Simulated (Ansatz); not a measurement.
The first iterations of a band of C$_{2}$H$_{5}$BCl$_{2}$O (11 atoms, charge 0, multiplicity 1).

The calculation used RKS PBE0/def2-SVP in Ansatz 0.2.0.

| Property | Result |
| --- | --- |
| movable images | 7 |
| climbing image | yes |
| spring | 5.0 eV/Å² |
| optimiser | quadratic models (default) |
| start path | through a guess of the saddle point |
| force threshold | 0.05 eV/Å |
| iteration limit | 60 |
| end points | relaxed |

First end point:

```xyz
11
Properties=species:S:1:pos:R:3
C 0.372 -1.274 -0.943
B 0.005 -0.536 0.414
C -0.397 1.002 0.345
O -1.148 1.564 1.226
Cl 1.579 0.123 1.368
Cl 0.155 2.064 -0.892
H 1.027 -0.682 -1.602
H -0.538 -1.533 -1.510
H 0.892 -2.220 -0.724
H -0.722 -1.098 1.208
H -1.159 2.533 1.132
```

Last end point:

```xyz
11
Properties=species:S:1:pos:R:3
C 0.482 -1.347 -0.780
B -0.521 -0.185 -0.375
C -0.094 0.797 0.801
O -0.948 1.431 1.526
Cl 1.548 1.133 1.195
Cl -0.338 1.405 -1.497
H 1.531 -1.018 -0.851
H 0.434 -2.180 -0.057
H 0.198 -1.760 -1.761
H -1.703 -0.444 -0.261
H -0.523 2.110 2.080
```

| iteration | highest image above the first end (eV) | largest band force component (eV/Å) |
| --- | --- | --- |
| 1 | 93.082 | 438.838 |
| 2 | 60.971 | 269.791 |
| 3 | 32.851 | 132.224 |
| 4 | 18.260 | 62.853 |
| 5 | 10.151 | 29.238 |
| 6 | 7.175 | 14.421 |
| 7 | 5.225 | 7.498 |
| 8 | 4.965 | 5.591 |
| 9 | 5.237 | 4.638 |
| 10 | 5.262 | 2.693 |
| 11 | 4.780 | 1.094 |
| 12 | 5.382 | 3.631 |
| 13 | 4.793 | 0.983 |
| 14 | 5.076 | 3.616 |
| 15 | 4.729 | 0.677 |

Does the band converge within its limit, and where does its top end?

The run converged. It ended after 45 iterations with the highest image 3.265 eV above the first end. The profile has 2 maxima (images 2, 6) with wells between them (image 3): this band takes more than one step, which may be the mechanism or a detour left from its start path. Neighbouring images differ by up to 2.9 eV, so the band resolves the path poorly. A vibrational analysis at the climbing image gives one clearly imaginary mode, 1487i cm⁻¹: a first-order saddle point. The orbitals stay closed-shell, which can raise the energy where a bond breaks towards radicals; this wasn't checked here.

The run took 15 min on 2 threads of Intel(R) Xeon(R) Platinum 8488C (Sapphire Rapids), on a shared host, peak memory 0.32 GiB.
